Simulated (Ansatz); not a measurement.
This geometry of BClH2 + BrH (6 atoms, charge 0, multiplicity 1) is a first-order saddle point.

These are results of RKS PBE-D4/def2-SVP in Ansatz, not measurements.

```xyz
6
Properties=species:S:1:pos:R:3
B 0.013 -0.233 0.093
Cl 0.001 0.298 2.004
H 1.071 0.068 -0.407
H -1.063 0.003 -0.403
Br 0.081 -2.360 0.528
H 0.052 -1.289 1.832
```

(1) Which two structures does it join? (They come from a converged band through this point; their orientation in space is the band's.)

(2) How far does it lie above each of them?

Results:

(1) Bonds broken: B1–Cl2, Br5–H6. Bonds formed: B1–Br5, Cl2–H6. BClH2 + BrH becomes BBrH2 + ClH.

Initial state:

```xyz
6
Properties=species:S:1:pos:R:3
B -0.009 0.223 0.093
Cl -0.048 0.878 1.736
H 1.070 0.128 -0.447
H -1.067 0.072 -0.477
Br 0.063 -2.616 0.686
H 0.146 -2.198 2.058
```

Final state:

```xyz
6
Properties=species:S:1:pos:R:3
B 0.014 -0.463 -0.264
Cl 0.016 0.240 2.325
H 1.067 0.102 -0.445
H -1.074 0.039 -0.426
Br 0.072 -2.390 -0.086
H 0.060 -1.041 2.544
```

(2) 7.0 kcal/mol above the first and 4.3 kcal/mol above the second. This is the barrier of this one path; another mechanism may lie lower. The orbitals stay closed-shell, which can raise the energy where a bond breaks towards radicals; this wasn't checked here.

Run time: 110 s on 1 thread of Arm Neoverse V1 (shared host), peak memory 0.14 GiB.
